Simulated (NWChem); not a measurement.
System: SnHOI, singlet; SMILES [OH][Sn][I]

Input file for NWChem:

```
start job
memory heap 200 mb stack 900 mb global 1100 mb
geometry units angstroms noautoz
  Sn     0.304662     1.337431     0.000000
  I     -0.211804    -1.387217     0.000000
  O     -1.583578     1.960084     0.000000
  H     -2.254501     1.264552     0.000000
end
basis spherical
  * library def2-svp
end
ecp
  Sn library def2-ecp
  I library def2-ecp
end
dft
  xc xwpbe 1.00 cpbe96 1.0 hfexch 1.00
  cam 0.3 cam_alpha 0.0 cam_beta 1.0
  iterations 150
  vectors input atomic output neutral.movecs
end
task dft energy
charge 1
dft
  odft
  mult 2
  vectors input atomic output cation.movecs
end
task dft energy
```

Parts of the log:

```
             Northwest Computational Chemistry Package (NWChem) 7.3.0
             --------------------------------------------------------

 CS  symmetry detected

                             Geometry "geometry" -> ""
                             -------------------------

 Output coordinates in angstroms (scale by  1.889725989 to convert to a.u.)

  No.       Tag          Charge          X              Y              Z
 ---- ---------------- ---------- -------------- -------------- --------------
    1 Sn                  50.0000     0.30958279     1.27168241     0.00000000
    2 I                   53.0000    -0.00542607    -1.48353324     0.00000000
    3 O                    8.0000    -1.61927967     1.75400663     0.00000000
    4 H                    1.0000    -2.23732068     1.01108823     0.00000000

 Effective nuclear repulsion energy (a.u.)     697.2538468343

      Symmetry information
      --------------------

 Group name             Cs
 Group number              2
 Group order               2
 No. of unique centers     4

 Summary of "ao basis" -> "ao basis" (spherical)
 ------------------------------------------------------------------------------
       Tag                 Description            Shells   Functions and Types
 ---------------- ------------------------------  ------  ---------------------
 Sn                         def2-svp                10       26   4s4p2d
 I                          def2-svp                10       26   4s4p2d
 O                          def2-svp                 6       14   3s2p1d
 H                          def2-svp                 3        5   2s1p

      Symmetry analysis of basis
      --------------------------

        a'         50
        a"         21

            General Information
            -------------------
          SCF calculation type: DFT
          Wavefunction type:  closed shell.
          No. of atoms     :     4
          No. of electrons :    56
           Alpha electrons :    28
            Beta electrons :    28
          Charge           :     0
          Spin multiplicity:     1
          Use of symmetry is: on ; symmetry adaption is: on
          Maximum number of iterations: 150
          AO basis - number of functions:    71
                     number of shells:    29
          Convergence on energy requested:  1.00D-06
          Convergence on density requested:  1.00D-05
          Convergence on gradient requested:  5.00D-04

              XC Information
              --------------
                     Hartree-Fock (Exact) Exchange  1.000
                     LC-wPBE(h)Exchange Functional  1.000
            Perdew 1991 LDA Correlation Functional  1.000 local
           PerdewBurkeErnz. Correlation Functional  1.000 non-local

           Range-Separation Parameters
           ---------------------------
           Alpha           :  0.00
           Beta            :  1.00
           Gamma           :  0.30
           Short-Range HF  :     F

             Grid Information
             ----------------
          Grid used for XC integration:  medium
          Radial quadrature: Mura-Knowles
          Angular quadrature: Lebedev.
          Tag              B.-S. Rad. Rad. Pts. Rad. Cut. Ang. Pts.
          ---              ---------- --------- --------- ---------
          Sn                  1.45      123          10.0       590
          I                   1.40      123          10.0       590
          O                   0.60       49          10.0       434
          H                   0.35       45          10.0       434
          Grid pruning is: on
          Number of quadrature shells:   340
          Spatial weights used:  Erf1

      Superposition of Atomic Density Guess
      -------------------------------------

 Sum of atomic energies:        -671.41329576

      Non-variational initial energy
      ------------------------------

 Total energy =    -585.334325
 1-e energy   =   -1384.102260
 2-e energy   =     604.836974
 HOMO         =      -0.286097
 LUMO         =      -0.047837

      Symmetry analysis of molecular orbitals - initial
      -------------------------------------------------

  Numbering of irreducible representations:

     1 a'          2 a"

  Orbital symmetries:

     1 a'          2 a'          3 a'          4 a'          5 a'
     6 a"          7 a'          8 a'          9 a"         10 a'
    11 a'         12 a"         13 a'         14 a"         15 a'
    16 a'         17 a'         18 a"         19 a"         20 a'
    21 a'         22 a'         23 a'         24 a"         25 a'
    26 a"         27 a'         28 a'         29 a"         30 a'
    31 a'         32 a'         33 a'         34 a'         35 a"
    36 a'         37 a"         38 a'

   convergence    iter        energy       DeltaE   RMS-Dens  Diis-err
 ---------------- ----- ----------------- --------- --------- ---------
 d= 0,ls=0.0,diis     1   -587.7225266478 -7.82D+02  2.00D-02  7.48D-01
 d= 0,ls=0.0,diis     2   -587.6571302700  6.54D-02  8.98D-03  1.70D+00
 d= 0,ls=0.0,diis     3   -587.8251625449 -1.68D-01  1.92D-03  1.42D-02
 d= 0,ls=0.0,diis     4   -587.8267952574 -1.63D-03  6.95D-04  1.73D-03
 d= 0,ls=0.0,diis     5   -587.8270292331 -2.34D-04  1.57D-04  4.78D-05
  Resetting Diis
 d= 0,ls=0.0,diis     6   -587.8270416504 -1.24D-05  6.99D-05  3.35D-06
 d= 0,ls=0.0,diis     7   -587.8270434650 -1.81D-06  1.81D-05  2.78D-07
 d= 0,ls=0.0,diis     8   -587.8270436485 -1.83D-07  8.90D-06  6.75D-08

         Total DFT energy =     -587.827043648501
      One electron energy =    -1386.044107590734
           Coulomb energy =      653.547172135420
    Exchange-Corr. energy =      -49.261068782703
 Nuclear repulsion energy =      193.930960589516

 Numeric. integr. density =       56.000001077023

                  Occupations of the irreducible representations
                  ----------------------------------------------

                     irrep           alpha         beta
                     --------     --------     --------
                     a'               20.0         20.0
                     a"                8.0          8.0

                       DFT Final Molecular Orbital Analysis
                       ------------------------------------

 Vector   26  Occ=2.000000D+00  E=-3.561908D-01  Symmetry=a'
              MO Center=  1.0D-01, -6.0D-01, -1.7D-15, r^2= 4.2D+00
   Bfn.  Coefficient  Atom+Function         Bfn.  Coefficient  Atom+Function
  ----- ------------  ---------------      ----- ------------  ---------------
    38      0.438308  2 I  py                41      0.362097  2 I  py
    37     -0.301597  2 I  px                 3     -0.296854  1 Sn s
    40     -0.265082  2 I  px                12     -0.212096  1 Sn py
    35     -0.177220  2 I  py                32     -0.143958  2 I  py
     4     -0.142502  1 Sn s                 57      0.137121  3 O  py

 Vector   27  Occ=2.000000D+00  E=-3.526975D-01  Symmetry=a"
              MO Center= -7.2D-02, -1.2D+00, -2.9D-14, r^2= 2.6D+00
   Bfn.  Coefficient  Atom+Function         Bfn.  Coefficient  Atom+Function
  ----- ------------  ---------------      ----- ------------  ---------------
    39      0.579840  2 I  pz                42      0.529476  2 I  pz
    36     -0.237553  2 I  pz                33     -0.192387  2 I  pz
    58     -0.148224  3 O  pz                61     -0.119823  3 O  pz
    13      0.063345  1 Sn pz                18      0.048033  1 Sn d -1
    23     -0.044105  1 Sn d -1              16      0.041656  1 Sn pz

 Vector   28  Occ=2.000000D+00  E=-3.419525D-01  Symmetry=a'
              MO Center=  3.7D-02, -5.5D-01, -6.3D-16, r^2= 4.4D+00
   Bfn.  Coefficient  Atom+Function         Bfn.  Coefficient  Atom+Function
  ----- ------------  ---------------      ----- ------------  ---------------
    37      0.489812  2 I  px                40      0.449571  2 I  px
     3     -0.313603  1 Sn s                 34     -0.199974  2 I  px
    38      0.191191  2 I  py                 4     -0.180424  1 Sn s
    12     -0.163031  1 Sn py                31     -0.161849  2 I  px
    41      0.154664  2 I  py                56      0.150641  3 O  px

 Vector   29  Occ=0.000000D+00  E=-3.007768D-02  Symmetry=a"
              MO Center=  2.4D-01,  1.2D+00,  2.2D-13, r^2= 3.9D+00
   Bfn.  Coefficient  Atom+Function         Bfn.  Coefficient  Atom+Function
  ----- ------------  ---------------      ----- ------------  ---------------
    16      0.599511  1 Sn pz                13      0.526540  1 Sn pz
    58     -0.213256  3 O  pz                42     -0.211600  2 I  pz
    61     -0.209498  3 O  pz                10     -0.168134  1 Sn pz
     7     -0.156251  1 Sn pz                39     -0.153282  2 I  pz
    36      0.063403  2 I  pz                33      0.050622  2 I  pz

 Vector   30  Occ=0.000000D+00  E= 3.128978D-02  Symmetry=a'
              MO Center=  2.9D-01,  8.9D-01,  6.8D-16, r^2= 5.6D+00
   Bfn.  Coefficient  Atom+Function         Bfn.  Coefficient  Atom+Function
  ----- ------------  ---------------      ----- ------------  ---------------
    15      0.860020  1 Sn py                41      0.608024  2 I  py
    12      0.500030  1 Sn py                30      0.434102  2 I  s
    38      0.245725  2 I  py                 3     -0.229972  1 Sn s
     4     -0.219960  1 Sn s                 29      0.184284  2 I  s
    55     -0.183593  3 O  s                 68      0.160192  4 H  s

[...]
```

Level: LC-wPBE (HJS exchange hole, range parameter 0.3 per bohr)/def2-SVP with def2 effective core potentials on Sn, I, vertical spin-unrestricted ions. Low-valent species are run as closed-shell singlets; no triplet was tried in these runs. Structure relaxed at the PBE0/def2-SVP level. def2 effective core potentials on Sn, I; no spin-orbit coupling.
